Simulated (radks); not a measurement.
The numbers below are computed, except where a source is named.
Species: Pr. Configuration: [Xe] 4f1 6s2 6p2 (not the ground configuration). Level of theory: Dirac Kohn-Sham, PBE, spin-unpolarised, spherical densities, point nucleus; open shells are shared between the two j in proportion to 2j + 1 (a radial shooting solver on a logarithmic mesh with Libxc functionals).

Spin-orbit splittings of the eigenvalues, e(l+1/2) - e(l-1/2), with zeta = 2 splitting/(2l+1) and mean radii in bohr:

shell  occ.  splitting (eV)  zeta (eV)  <r> j=l-1/2  <r> j=l+1/2
2p        6           482.1      321.4      0.08606      0.09237
3p        6           95.48      63.65       0.2618       0.2741
3d       10           20.56      8.224       0.2453       0.2492
4p        6           20.86      13.90       0.6366       0.6636
4d       10           3.714      1.485       0.7117       0.7211
4f        1          0.4452     0.1272       0.9404       0.9478
5p        6           3.383      2.255        1.587        1.659
6p        2          0.3551     0.2367        4.502        4.714
